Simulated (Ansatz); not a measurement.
`CN[SiH2]OC` + `O[BH][GaH2]` → `CO[SiH2]BO` + `C[NH][GaH2]`  (redistribution)

Gas-phase electronic energies from Ansatz, PBE0-D4/def2-TZVP geometries. CCSD(T)/CBS adds triple-zeta CCSD(T) − MP2 to the extrapolated MP2 energy (def2 sets, frozen cores). Functionals use def2-TZVPP. For Ga outer-core shells are correlated without core-valence functions, which leaves a few kJ/mol of doubt a bond. Scalar relativity is left out up to krypton. One conformer a species, not always the lowest.

`CN[SiH2]OC`:

Cartesian coordinates in Å:
```
C -0.078 1.454 -1.337
N 0.333 0.068 -1.374
Si 1.014 -0.806 -0.078
O -0.025 -1.517 0.984
C -0.897 -0.775 1.798
H 0.233 1.989 -2.239
H 0.398 1.950 -0.487
H -1.162 1.580 -1.226
H -0.011 -0.438 -2.174
H 1.833 0.184 0.677
H 1.782 -1.945 -0.626
H -1.333 -1.444 2.543
H -0.373 0.032 2.326
H -1.712 -0.333 1.213
```

`O[BH][GaH2]`:

Cartesian coordinates in Å:
```
O -1.459 -0.355 0.827
B -0.678 -0.157 -0.261
Ga 1.350 0.319 0.005
H -2.373 -0.569 0.615
H -1.184 -0.263 -1.355
H 1.866 1.808 0.099
H 2.479 -0.782 0.070
```

`CO[SiH2]BO`:

Cartesian coordinates in Å:
```
C 0.522 0.450 1.895
O -0.135 0.231 0.669
Si 0.619 -0.351 -0.694
B -0.951 -0.376 -1.974
O -2.120 0.049 -1.454
H -0.202 0.839 2.614
H 1.332 1.180 1.788
H 0.942 -0.481 2.293
H 1.745 0.554 -1.079
H 1.234 -1.683 -0.407
H -0.960 -0.719 -3.123
H -2.025 0.306 -0.527
```

`C[NH][GaH2]`:

Z-matrix (Å, degrees):
```
C
N 1 1.443
H 1 1.097 2 112.4
H 1 1.093 2 109.8 3 119.3
H 1 1.097 2 112.4 3 -121.5
Ga 2 1.815 1 127.7 3 -119.3
H 2 1.008 1 113.1 3 60.7
H 6 1.561 2 116.6 1 -180.0
H 6 1.562 2 116.0 1 -0.0
```

| level | ΔE (kJ/mol) |
| --- | --- |
| PBE-D4 | -2.1 |
| ωB97X-V | 5.1 |
| B2PLYP | 3.2 |
| SCS-MP2/def2-TZVPP | 3.8 |
| CCSD(T)/def2-TZVPP | 2.0 |
| HF/def2-QZVPP | 18.5 |
| HF/CBS(def2) | 18.6 |
| MP2/CBS(def2) | 3.6 |

Question: What does CCSD(T)/CBS give? (Best estimate.)

Answer: Ansatz gave: +2.9 kJ/mol. The listed levels differ from it by -5.0, 2.2, 0.3, 0.9, -0.9, 15.6, 15.7, 0.7 kJ/mol.

Largest T1 diagnostic among the species: 0.015.

From PBE to PBE0 (25 % exact exchange), in def2-TZVPP and without D4, ΔE moves by +6.6 kJ/mol. In def2-TZVPP, CCSD(T) changes the Hartree–Fock value by −16.3 kJ/mol (the triples alone add −3.5 kJ/mol) and MP2 by −15.6 kJ/mol.
